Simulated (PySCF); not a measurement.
# Spinor energies of Pb⁴⁺ (lead, charge +4)

Start: [Xe] 4f14 5d10. Calculated with PySCF 2.14 in x2c-QZVPPall-2c: generalised Hartree-Fock with the X2C-1e Hamiltonian and a Gaussian nucleus; one run each with spin-orbit coupling (SO) switched off, then screened by Boettger's factors.

```json
{"spinor shell": "1s1/2", "electrons": "2", "ε, spin-free (eV)": "-88551.5", "ε, screened SO (eV)": "-88513.0", "weight of nominal j (screened SO)": "1.000", "rms radius, screened SO (bohr)": "0.0181"}
{"spinor shell": "2s1/2", "electrons": "2", "ε, spin-free (eV)": "-16031.8", "ε, screened SO (eV)": "-16019.7", "weight of nominal j (screened SO)": "1.000", "rms radius, screened SO (bohr)": "0.0730"}
{"spinor shell": "2p1/2", "electrons": "2", "ε, spin-free (eV)": "-13777.1", "ε, screened SO (eV)": "-15362.8", "weight of nominal j (screened SO)": "1.000", "rms radius, screened SO (bohr)": "0.0617"}
{"spinor shell": "2p3/2", "electrons": "4", "ε, spin-free (eV)": "-13777.1", "ε, screened SO (eV)": "-13167.5", "weight of nominal j (screened SO)": "1.000", "rms radius, screened SO (bohr)": "0.0700"}
{"spinor shell": "3s1/2", "electrons": "2", "ε, spin-free (eV)": "-3952.7", "ε, screened SO (eV)": "-3948.9", "weight of nominal j (screened SO)": "1.000", "rms radius, screened SO (bohr)": "0.186"}
{"spinor shell": "3p1/2", "electrons": "2", "ε, spin-free (eV)": "-3296.2", "ε, screened SO (eV)": "-3653.2", "weight of nominal j (screened SO)": "1.000", "rms radius, screened SO (bohr)": "0.178"}
{"spinor shell": "3p3/2", "electrons": "4", "ε, spin-free (eV)": "-3296.2", "ε, screened SO (eV)": "-3156.3", "weight of nominal j (screened SO)": "1.000", "rms radius, screened SO (bohr)": "0.195"}
{"spinor shell": "3d3/2", "electrons": "4", "ε, spin-free (eV)": "-2613.7", "ε, screened SO (eV)": "-2675.5", "weight of nominal j (screened SO)": "1.000", "rms radius, screened SO (bohr)": "0.170"}
{"spinor shell": "4s1/2", "electrons": "2", "ε, spin-free (eV)": "-966.01", "ε, screened SO (eV)": "-964.89", "weight of nominal j (screened SO)": "1.000", "rms radius, screened SO (bohr)": "0.408"}
{"spinor shell": "4p1/2", "electrons": "2", "ε, spin-free (eV)": "-747.27", "ε, screened SO (eV)": "-835.79", "weight of nominal j (screened SO)": "1.000", "rms radius, screened SO (bohr)": "0.412"}
{"spinor shell": "4p3/2", "electrons": "4", "ε, spin-free (eV)": "-747.27", "ε, screened SO (eV)": "-712.41", "weight of nominal j (screened SO)": "1.000", "rms radius, screened SO (bohr)": "0.446"}
{"spinor shell": "4d3/2", "electrons": "4", "ε, spin-free (eV)": "-487.97", "ε, screened SO (eV)": "-501.78", "weight of nominal j (screened SO)": "1.000", "rms radius, screened SO (bohr)": "0.455"}
{"spinor shell": "4d5/2", "electrons": "6", "ε, spin-free (eV)": "-487.97", "ε, screened SO (eV)": "-478.09", "weight of nominal j (screened SO)": "1.000", "rms radius, screened SO (bohr)": "0.466"}
{"spinor shell": "5s1/2", "electrons": "2", "ε, spin-free (eV)": "-207.87", "ε, screened SO (eV)": "-207.69", "weight of nominal j (screened SO)": "1.000", "rms radius, screened SO (bohr)": "0.917"}
{"spinor shell": "4f5/2", "electrons": "6", "ε, spin-free (eV)": "-200.15", "ε, screened SO (eV)": "-202.73", "weight of nominal j (screened SO)": "1.000", "rms radius, screened SO (bohr)": "0.491"}
{"spinor shell": "4f7/2", "electrons": "8", "ε, spin-free (eV)": "-200.15", "ε, screened SO (eV)": "-197.45", "weight of nominal j (screened SO)": "1.000", "rms radius, screened SO (bohr)": "0.497"}
{"spinor shell": "5p1/2", "electrons": "2", "ε, spin-free (eV)": "-145.05", "ε, screened SO (eV)": "-161.76", "weight of nominal j (screened SO)": "1.000", "rms radius, screened SO (bohr)": "0.980"}
{"spinor shell": "5p3/2", "electrons": "4", "ε, spin-free (eV)": "-145.05", "ε, screened SO (eV)": "-138.57", "weight of nominal j (screened SO)": "1.000", "rms radius, screened SO (bohr)": "1.07"}
{"spinor shell": "5d3/2", "electrons": "4", "ε, spin-free (eV)": "-69.718", "ε, screened SO (eV)": "-71.467", "weight of nominal j (screened SO)": "1.000", "rms radius, screened SO (bohr)": "1.31"}
{"spinor shell": "5d5/2", "electrons": "6", "ε, spin-free (eV)": "-69.718", "ε, screened SO (eV)": "-68.506", "weight of nominal j (screened SO)": "1.000", "rms radius, screened SO (bohr)": "1.36"}
```

Q: Where does 3d5/2 lie, and what is the 3d spin-orbit splitting (screened SO)?

A: At -2569.9 eV, 105.60 eV above 3d3/2.

```csv
quantity,spin-free,screened SO
E (hartree),-20862.53618,-20900.61928
M_J,0,0
⟨J²⟩,0.000,0.000
⟨L²⟩,0.000,0.200
⟨S²⟩,0.000,0.200
```

Breit and QED terms are absent; they matter most for the inner s and p1/2 levels.

Densities and radii are taken from the X2C orbitals without a picture-change correction, which distorts them close to the nucleus.

Without spin-orbit coupling the j labels of p, d and f shells carry no meaning; the spin-free column gives the mean over the occupied spinors of each nl shell.
